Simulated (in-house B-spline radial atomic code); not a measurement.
Orbital energies and mean radii along the 4-electron series, configuration [He] 2s2. The effective charge is n√(-2ε), a non-relativistic measure. Computed with a B-spline radial code for spherical atoms: non-relativistic Hartree-Fock, average of the configuration, point nuclei.

This level leaves out relativity, spin-orbit splitting included, which matters for heavy ions.

```
  ion   Z  energy of 2s (Eh)  mean radius of 2s (bohr)  energy of 1s (Eh)  mean radius of 1s (bohr)  effective charge of 2s
Hf68+  72            -608.99                   0.08513           -2519.11                   0.02095                  69.799
Ta69+  73            -626.57                  0.083938           -2590.58                  0.020662                  70.799
 W70+  74             -644.4                   0.08278           -2663.06                  0.020381                  71.799
Re71+  75            -662.47                  0.081654           -2736.54                  0.020108                    72.8
Os72+  76                  ?                         ?                  ?                         ?                       ?
Ir73+  77            -699.38                   0.07949           -2886.49                  0.019583                    74.8
Pt74+  78             -718.2                   0.07845           -2962.97                   0.01933                    75.8
Au75+  79                  ?                         ?                  ?                         ?                       ?
Hg76+  80            -756.61                  0.076451           -3118.92                  0.018845                    77.8
```

Fill in the row of Os72+.

energy of 2s (Eh): -680.8; mean radius of 2s (bohr): 0.080557; energy of 1s (Eh): -2811.02; mean radius of 1s (bohr): 0.019842; effective charge of 2s: 73.8.

Fill in the row of Au75+.

energy of 2s (Eh): -737.28; mean radius of 2s (bohr): 0.077438; energy of 1s (Eh): -3040.45; mean radius of 1s (bohr): 0.019084; effective charge of 2s: 76.8.

How does the screening of 2s change?

Z less the effective charge goes from 2.20 at Z = 72 to 2.20 at Z = 80.
